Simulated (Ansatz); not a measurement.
CH4N (SMILES [CH2]N), charge 0, multiplicity 2, relaxed at each level with Ansatz (an electronic-structure program); harmonic frequencies from differences of analytic forces, average atomic masses, frozen cores. Open shells are unrestricted.

Give the equilibrium geometry, the harmonic frequencies and the zero-point energy at HF/def2-TZVPP.


(charge 0, multiplicity 2):
```csv
atom,x (Å),y (Å),z (Å)
C,-0.7077,0.0635,-0.1564
N,0.6432,-0.0577,0.1693
H,-1.3172,-0.8044,0.0074
H,-1.1536,1.0253,0.0093
H,1.2048,0.7133,-0.1118
H,1.0591,-0.9155,-0.1135
```
Frequencies (cm⁻¹): 438, 722, 805, 1008, 1252, 1436, 1592, 1791, 3266, 3371, 3767, 3861. Zero-point energy 33.32 kcal/mol.

Give the equilibrium geometry, the harmonic frequencies and the zero-point energy at CCSD(T)/cc-pVDZ.


(charge 0, multiplicity 2):
| atom | x (Å) | y (Å) | z (Å) |
|---|---|---|---|
| C | -0.7070 | 0.0634 | -0.1709 |
| N | 0.6484 | -0.0582 | 0.2102 |
| H | -1.3306 | -0.8225 | 0.0091 |
| H | -1.1636 | 1.0455 | 0.0110 |
| H | 1.2145 | 0.7232 | -0.1266 |
| H | 1.0669 | -0.9269 | -0.1283 |
Frequencies (cm⁻¹): 469, 705, 829, 949, 1217, 1341, 1477, 1644, 3138, 3251, 3510, 3615. Zero-point energy 31.66 kcal/mol.
